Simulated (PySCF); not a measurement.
A structure optimised at B3LYP-D3(BJ)/def2-SVP, used in a PySCF frequency run:

```xyz
19

Ir     0.0000     0.0000    -0.6205
C      0.0000    -2.5167     2.9449
C      0.0000    -1.2452     2.1373
C      0.0000     0.0000     2.7868
C      0.0000     1.2452     2.1373
C      0.0000     2.5167     2.9449
O      0.0000     1.4210     0.8720
O      0.0000    -1.4210     0.8720
H      0.0000    -2.3312     4.0264
H      0.8846    -3.1153     2.6750
H     -0.8846    -3.1153     2.6750
H      0.0000     0.0000     3.8759
H      0.8846     3.1153     2.6750
H      0.0000     2.3312     4.0264
H     -0.8846     3.1153     2.6750
O      0.0000     2.1590    -2.7118
C      0.0000     1.3210    -1.9263
O      0.0000    -2.1590    -2.7118
C      0.0000    -1.3210    -1.9263
```
Charge 0, spin multiplicity 1.

Q: Write its SMILES, formula and point group.

A: CC1=CC(C)=[O]->[Ir](<-[C-]#[O+])(<-[C-]#[O+])[O]1, C₇H₇IrO₄, C2v

Q: What are its rotational constants (standard atomic weights)?

A: 1.0141, 0.55667, 0.36101 GHz
